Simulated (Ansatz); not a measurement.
```yaml
crystal:
  periodic: [false, false, false]
  atoms:
    - {symbol: C, position_ang: [-1.070699, 1.389020, -0.059496]}
    - {symbol: Si, position_ang: [0.402779, 0.751980, 0.570788]}
    - {symbol: Si, position_ang: [0.827475, -1.177829, -0.283217]}
    - {symbol: O, position_ang: [-0.406682, -2.020164, -0.074227]}
    - {symbol: F, position_ang: [1.085536, -1.030149, -1.731289]}
    - {symbol: H, position_ang: [-1.005581, 1.511601, -1.054419]}
    - {symbol: H, position_ang: [-1.281687, 2.279462, 0.355174]}
    - {symbol: H, position_ang: [-1.831622, 0.761275, 0.129832]}
    - {symbol: H, position_ang: [0.331815, 0.604491, 1.932096]}
    - {symbol: H, position_ang: [1.455805, 1.587204, 0.300184]}
    - {symbol: H, position_ang: [1.932060, -1.825539, 0.203997]}
    - {symbol: H, position_ang: [-0.368361, -2.881950, -0.258143]}
basis:
  gaussian: {orbitals: def2-mTZVPP}
hamiltonian: {xc: {name: HF}}
correlation: {method: ccsd, diis_vectors: 1}
```

```sh
$ ansatz run in.yaml --threads 4 --pin off --events-out ev --progress --plain --max-ram 10444MiB
```

Shortened log:

```
Functional definition: HF
1431 factors; integrals over basis functions are off by at most 1.4e-3 eV
mean field evaluation 1: about -21608.4499 eV, gradient 4.7e1 eV
mean field evaluation 2: about -21608.4509 eV, gradient 4.7e1 eV
mean field evaluation 4: about -21612.5969 eV, gradient 3.5e0 eV
mean field evaluation 8: about -21612.6408 eV, gradient 2.8e-4 eV
mean field -21612.64076032 eV, -794.2498983676 hartree, gradient 9.8e-7 eV, S^2 0.000000; 0 other end points of the search recorded, 0 dependent functions left out
13 core orbitals not correlated: weight in the atoms' cores, before any rotation towards them, 1.000 or more for the frozen orbitals, at most 0.000 for the correlated occupied ones
reference -21612.64076032 eV, -794.2498983676 hartree; 16, 16 occupied and 127, 127 virtual orbitals, 1431 factors
second order -20.94167832 eV of doubles, -0.00000000 eV of singles
cycle   1  -21.63480255 eV  change   -6.9e-1 eV  update   9.8e-2
cycle   2  -22.15204326 eV  change   -5.2e-1 eV  update   2.7e-2
cycle   3  -22.18230934 eV  change   -3.0e-2 eV  update   1.3e-2
cycle   4  -22.23016495 eV  change   -4.8e-2 eV  update   5.1e-3
cycle   5  -22.23504564 eV  change   -4.9e-3 eV  update   2.9e-3
cycle   6  -22.24134902 eV  change   -6.3e-3 eV  update   1.2e-3
cycle   7  -22.24148117 eV  change   -1.3e-4 eV  update   6.9e-4
cycle   8  -22.24264892 eV  change   -1.2e-3 eV  update   3.2e-4
cycle   9  -22.24269570 eV  change   -4.7e-5 eV  update   1.9e-4
cycle  10  -22.24292761 eV  change   -2.3e-4 eV  update   8.1e-5
cycle  11  -22.24291994 eV  change    7.7e-6 eV  update   4.8e-5
cycle  12  -22.24297035 eV  change   -5.0e-5 eV  update   2.4e-5
cycle  13  -22.24297301 eV  change   -2.7e-6 eV  update   1.4e-5
Total energy: -21634.88373333 eV, -795.0673125490 hartree
```

It took 22 s on 4 threads of an Arm Neoverse N1 on a shared host, with 1.2 GiB of host memory at the peak.
